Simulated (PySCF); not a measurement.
C3H2N (SMILES [CH]=CC#N), doublet, at a GFN2-xTB geometry, atoms displaced at random by about 0.03 Å a coordinate; TPSS/6-31G, gradient (PySCF).

Input for PySCF:
```python
from pyscf import gto, scf, dft

mol = gto.M(
    atom='''
C    -0.16128756   -1.70510515   -0.02920039
C     0.56705591   -0.57016139   -0.02964434
C    -0.09316347    0.77324618    0.01022039
H     0.11422755   -2.73859326    0.07062385
H     1.61372757   -0.48994609   -0.07105837
N    -0.55396226    1.76367183   -0.00308737
''',
    basis='6-31g',
    spin=1,
    verbose=3,
)

mf = dft.UKS(mol)
mf.xc = 'tpss'
mf.conv_tol = 1e-11
mf.kernel()
g = mf.nuc_grad_method()
grad = g.kernel()
```

**Question.** What does PySCF print? Leave out banner, timings and long lists.

**Answer.** 
```
converged SCF energy = -170.103498224408  <S^2> = 0.77266861  2S+1 = 2.0225416
--------------- UKS gradients ---------------
         x                y                z
0 C    -0.0193641179    -0.0217460126    -0.0055164654
1 C     0.0618366705    -0.0234063711    -0.0022243733
2 C    -0.1213174127     0.2635746915     0.0030307433
3 H     0.0018332191     0.0098186858     0.0035181201
4 H    -0.0319575161     0.0062483207     0.0002171714
5 N     0.1089720169    -0.2345087483     0.0009725056
----------------------------------------------
```
